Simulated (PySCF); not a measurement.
AlI3, charge +1, doublet, geometry from GFN2-xTB (such geometries of metal compounds can be far from the true shape) (a state made from the parent by changing its charge; the spin is typed, not shown lowest) (all electrons, no relativity); TPSS/STO-3G (PySCF).

PySCF was given this input:
```python
from pyscf import gto, scf, dft

mol = gto.M(
    atom='''
Al   -0.000000   -0.000000    0.000000
I    -2.072248   -1.451916   -0.053150
I     0.006649    2.239410   -1.179022
I     2.065599   -0.787494    1.232172
''',
    basis='sto-3g',
    charge=1,
    spin=1,
    verbose=4,
)

mf = dft.UKS(mol)
mf.xc = 'tpss'
mf.kernel()
```

The log (banner, timings and long lists left out):

```
PySCF version 2.14.0

[INPUT] verbose = 4
[INPUT] num. atoms = 4
[INPUT] num. electrons = 171
[INPUT] charge = 1
[INPUT] spin (= nelec alpha-beta = 2S) = 1
[INPUT] symmetry False subgroup None
[INPUT] Mole.unit = angstrom
[INPUT] Symbol           X                Y                Z      unit          X                Y                Z       unit  Magmom
[INPUT]  1 Al     0.000000000000   0.000000000000   0.000000000000 AA    0.000000000000   0.000000000000   0.000000000000 Bohr   0.0
[INPUT]  2 I     -2.072248000000  -1.451916000000  -0.053150000000 AA   -3.915981182178  -2.743723595874  -0.100438943521 Bohr   0.0
[INPUT]  3 I      0.006649000000   2.239410000000  -1.179022000000 AA    0.012564789002   4.231871580612  -2.228028674837 Bohr   0.0
[INPUT]  4 I      2.065599000000  -0.787494000000   1.232172000000 AA    3.903416393175  -1.488147984738   2.328467618358 Bohr   0.0

nuclear repulsion = 1449.49799839847
number of shells = 38
number of NR pGTOs = 270
number of NR cGTOs = 90
basis = sto-3g
ecp = {}

******** <class 'pyscf.dft.uks.UKS'> ********
method = UKS
initial guess = minao
damping factor = 0
level_shift factor = 0
DIIS = <class 'pyscf.scf.diis.CDIIS'>
diis_start_cycle = 1
diis_space = 8
diis_damp = 0
SCF conv_tol = 1e-09
SCF conv_tol_grad = None
SCF max_cycles = 50
direct_scf = True
direct_scf_tol = 1e-13
number electrons alpha = 86  beta = 85
XC library pyscf.dft.libxc version 7.1.2
    S. Lehtola, C. Steigemann, M. J. T. Oliveira, and M. A. L. Marques,  SoftwareX 7, 1–5 (2018)
XC functionals = tpss
    J. Tao, J. P. Perdew, V. N. Staroverov, and G. E. Scuseria,  Phys. Rev. Lett. 91, 146401 (2003)
    J. P. Perdew, J. Tao, V. N. Staroverov, and G. E. Scuseria,  J. Chem. Phys. 120, 6898 (2004)
    J. Tao, J. P. Perdew, V. N. Staroverov, and G. E. Scuseria,  Phys. Rev. Lett. 91, 146401 (2003)
    J. P. Perdew, J. Tao, V. N. Staroverov, and G. E. Scuseria,  J. Chem. Phys. 120, 6898 (2004)
radial grids:
    Treutler-Ahlrichs [JCP 102, 346 (1995); DOI:10.1063/1.469408] (M4) radial grids

becke partition: Becke, JCP 88, 2547 (1988); DOI:10.1063/1.454033
pruning grids: <function nwchem_prune>
grids dens level: 3
symmetrized grids: False
atomic radii adjust function: <function treutler_atomic_radii_adjust>
small_rho_cutoff = 0
Set gradient conv threshold to 3.16228e-05
tot grids = 85056
init E= -20732.5926311032

cycle= 1 E= -20796.8423453289  delta_E= -64.2  |g|= 0.412  |ddm|= 2.01
cycle= 2 E= -20796.2895696788  delta_E= 0.553  |g|= 0.897  |ddm|= 2.66
cycle= 3 E= -20797.0243323516  delta_E= -0.735  |g|= 0.0203  |ddm|= 1.86
cycle= 4 E= -20797.0165292294  delta_E= 0.0078  |g|= 0.0579  |ddm|= 0.403
cycle= 5 E= -20797.0190194448  delta_E= -0.00249  |g|= 0.0454  |ddm|= 0.698
cycle= 6 E= -20797.0222053779  delta_E= -0.00319  |g|= 0.0322  |ddm|= 0.533
cycle= 7 E= -20797.0226168069  delta_E= -0.000411  |g|= 0.0297  |ddm|= 0.0458
cycle= 8 E= -20797.0243293297  delta_E= -0.00171  |g|= 0.0134  |ddm|= 0.114
cycle= 9 E= -20797.0247421678  delta_E= -0.000413  |g|= 0.0035  |ddm|= 0.0648
cycle= 10 E= -20797.0247724462  delta_E= -3.03e-05  |g|= 0.000451  |ddm|= 0.0205
cycle= 11 E= -20797.024772954  delta_E= -5.08e-07  |g|= 1.36e-05  |ddm|= 0.00293
cycle= 12 E= -20797.0247729542  delta_E= -1.82e-10  |g|= 1.09e-05  |ddm|= 7.45e-05
Extra cycle  E= -20797.0247728565  delta_E= 9.77e-08  |g|= 0.000198  |ddm|= 0.0014
SCF not converged.
SCF energy = -20797.0247728565 after 50 cycles  <S^2> = 0.75042028  2S+1 = 2.0004202
```

The run did not converge; its last values are not results.
